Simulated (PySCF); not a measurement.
Nitrogen: a sound run and one with changed settings

Sound run: N²⁺ [He] 2s2 2p1, N³⁺ [He] 2s2. Computed with PySCF 2.14 in def2-TZVP (5s3p2d1f, 31 functions), with the non-relativistic Hamiltonian (point nucleus). In the sound run the correlated levels freeze 1s2. The sound run starts from symmetry-adapted Hartree-Fock orbitals and uses a fine grid where one is needed.

Changed run: a valence shell is frozen. This setting is unsound on purpose.

Ionisation energy of N²⁺:

```json
{"method": "UHF", "sound run (eV)": "47.297", "changed run (eV)": "47.297"}
{"method": "MP2", "sound run (eV)": "47.465", "changed run (eV)": "47.297"}
{"method": "SCS-MP2", "sound run (eV)": "47.417", "changed run (eV)": "47.297"}
{"method": "CCSD", "sound run (eV)": "47.212", "changed run (eV)": "47.297"}
{"method": "CCSD(T)", "sound run (eV)": "47.240", "changed run (eV)": "47.297"}
{"method": "CCSDT", "sound run (eV)": "n/a", "changed run (eV)": "47.297"}
{"method": "FCI", "sound run (eV)": "n/a", "changed run (eV)": "47.297"}
```

Freezing a valence shell removes pair correlation that changes on ionisation.

For comparison, NIST gives 47.445 eV between the lowest levels.
